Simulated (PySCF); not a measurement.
Species: In(NH3)H3.
Bonds: In1–N2. Hydrogens: H6, H7, H8 on In1; H3, H4, H5 on N2.

Computed, not measured: PBE0-D3(BJ)/def2-SVP geometry optimisation, gas phase, def2 core potentials past Kr (PySCF).

Task: What internal coordinates does the optimisation give?

Result: 
```
                  bond  length (pm)
                In1–N2        240.0
In1–H6, In1–H7, In1–H8        174.4
   N2–H3, N2–H4, N2–H5        101.9
```

Bonds in one row agree within 1 pm and their mean is given. A selection of angles:
```
    angle  degrees
N2–In1–H6     96.0
N2–In1–H7     96.6
H6–In1–H7    118.8
In1–N2–H3    111.6
 H3–N2–H4    107.5
```

N2 (nitrogen bonded to In and 3 H) is tetrahedral (angles from 107.5° to 111.6°). In1 (indium bonded to N and 3 H) has angles from 96.0° to 119.0°.

Point group: near C3v, missed by 0.09 Å at most; the miss may be what the optimiser left on a soft mode (C3 holds within 0.08 Å). No frequency check.

On one thread of an Intel Xeon Platinum 8488C, on a shared host, this took 16 s and 0.29 GiB of memory at its peak. That covers the optimisation of the geometry.
